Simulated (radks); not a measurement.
Charge is removed step by step from the 3p down level of neutral sulfur, starting from [Ne] 3s2 3p(up 3, down 1). Calculated with a radial shooting solver on a logarithmic mesh with Libxc functionals: non-relativistic Kohn-Sham, SCAN, spin-polarised, spherical densities, point nucleus; meta-GGA in the generalised Kohn-Sham scheme.

\begin{tabular}{lrr}
removed (e) & E - E(0) (eV) & eigenvalue (eV) \\ \hline
0 & 0.000 & -5.886 \\
0.25 & 1.715 & -7.881 \\
0.5 & 3.945 & -9.931 \\
0.75 & 6.687 & -12.018 \\
\end{tabular}

The mean slope of the eigenvalue, de/dn, is 8.18 eV per electron.
